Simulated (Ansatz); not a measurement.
Ideal-gas functions of C$_{2}$H$_{5}$FGa, SMILES `[CH2][Ga]([CH3])[F]` radical at 400 K and 1 bar, from an Ansatz frequency run at PBE0-D4/def2-TZVP.

Molar mass 117.78 g/mol, point group Cs (symmetry number 1), electronic degeneracy 2, moments of inertia 80.776, 103.431, 181.081 u Å². Harmonic wavenumbers (cm⁻¹, unscaled): 35, 141, 169, 183, 206, 569, 603, 651, 657, 674, 706, 764, 1231, 1376, 1447, 1447, 3060, 3137, 3143, 3159, 3239.

Use S(trans) = R[1.5 ln M + 2.5 ln T − 1.1517]; rotational temperatures θ = 24.2544 K / I; S(rot) = R[ln(√π/σ · √(T³/θAθBθC)) + 1.5]; for each mode x = 1.438777 ν̃/T, S = R[x/(eˣ − 1) − ln(1 − e⁻ˣ)] and H = RT x/(eˣ − 1); 1 cm⁻¹ = 0.0119627 kJ/mol; R = 8.31446 J/(mol·K).

By hand: the entropy, in J/(mol·K).

Translation 174.4. Rotation: θ = 0.3003, 0.2345, 0.1339 K, giving 111.3. Vibration, mode by mode: 25.55, 14.05, 12.58, 11.94, 10.99, 3.67, 3.34, 2.91, 2.86, 2.73, 2.49, 2.11, 0.54, 0.35, 0.28, 0.28, 0.00, 0.00, 0.00, 0.00, 0.00, in all 96.7. Electronic 5.8. Sum 388.2 J/(mol·K).

By hand: H − E and G − E in kJ/mol, counted from the electronic energy.

Zero-point energy ½ × 26597 × 0.0119627 = 159.1; thermal vibration 18.9; translation, rotation and pV give 4 RT = 13.3. H − E = 191.3 kJ/mol, and G − E = 191.3 − 400 × 388.2/1000 = 36.0 kJ/mol.

Vibration gives 25 % of the entropy, 39.6 J/(mol·K) of it from the modes under 150 cm⁻¹: soft modes count most, and the harmonic formula is weakest for them.
